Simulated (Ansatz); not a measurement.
Reaction (formal exchange of groups at the Si–Si bond): `C[SiH2][SiH2]Br` + `C=NCF` → `FC[SiH2]Br` + `C=N[SiH2]C`

Calculated with Ansatz (gas phase, PBE0-D4/def2-TZVP geometries, no zero-point term in ΔE). CCSD(T)/CBS is the MP2 limit (def2-TZVPP, def2-QZVPP) plus CCSD(T) − MP2 in def2-TZVPP, frozen cores. Functionals use def2-TZVPP. B3LYP here is the variant with VWN-RPA as its local correlation; programs differ in this. For Br outer-core shells are correlated without core-valence functions, which leaves a few kJ/mol of doubt a bond. Scalar relativity is left out up to krypton. Each species was taken in one conformer, which may not be the lowest.

```csv
level,ΔE (kJ/mol),difference from CCSD(T)/CBS
PBE-D4,-21.0,20.5
r2SCAN-D4,-32.7,8.8
PBE0-D4,-25.0,16.5
B3LYP-D4,-38.9,2.6
ωB97X-V,-35.8,5.7
ωB97M-V,-44.9,-3.4
B2PLYP,-44.0,-2.5
PBE,-22.3,19.2
r2SCAN,-33.0,8.5
PBE0,-26.3,15.2
B3LYP,-40.9,0.6
HF/def2-TZVPP,-52.0,-10.5
MP2/def2-TZVPP,-46.8,-5.3
SCS-MP2/def2-TZVPP,-48.3,-6.8
CCSD/def2-TZVPP,-40.7,0.8
CCSD(T)/def2-TZVPP,-38.5,3.0
HF/def2-QZVPP,-53.8,-12.3
MP2/def2-QZVPP,-49.2,-7.7
SCS-MP2/def2-QZVPP,-50.6,-9.1
HF/CBS(def2),-54.1,-12.6
MP2/CBS(def2),-49.9,-8.4
CCSD/CBS(def2),-43.8,-2.3
CCSD(T)/CBS,-41.5,0
```

Largest T1 diagnostic among the species: 0.012.

From PBE to PBE0 (25 % exact exchange), in def2-TZVPP and without D4, ΔE moves by −4.1 kJ/mol. In def2-TZVPP, CCSD(T) changes the Hartree–Fock value by +13.5 kJ/mol (the triples alone add +2.3 kJ/mol) and MP2 by +5.1 kJ/mol.
